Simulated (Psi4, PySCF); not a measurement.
Input for PySCF:
```python
from pyscf import gto, scf, dft

mol = gto.M(
    atom='''
C    -0.00000000   -0.00000000   -0.72327392
C     0.00000000    0.00000000    0.46866225
H     0.00000000    0.00000000    1.52766999
''',
    basis='6-31g**',
    spin=1,
    verbose=4,
)

mf = dft.UKS(mol)
mf.xc = 'revpbe'
mf.grids.atom_grid = (99, 590)
mf.grids.prune = None
mf.kernel()
```

### Question
Convert this to an input for Psi4.

### Answer
This is not unique; one that fits is 
```
memory 2 GB

molecule {
0 2
C    -0.00000000   -0.00000000   -0.72327392
C     0.00000000    0.00000000    0.46866225
H     0.00000000    0.00000000    1.52766999
}

set {
  basis 6-31g**
  reference uks
  scf_type pk
  puream true
  d_convergence 1e-8
  dft_radial_points 99
  dft_spherical_points 590
}

energy('revpbe')
print_variables()
```

Both were run: PySCF gave -76.586094 Eh and Psi4 -76.586094 Eh, 0.000 mEh apart.
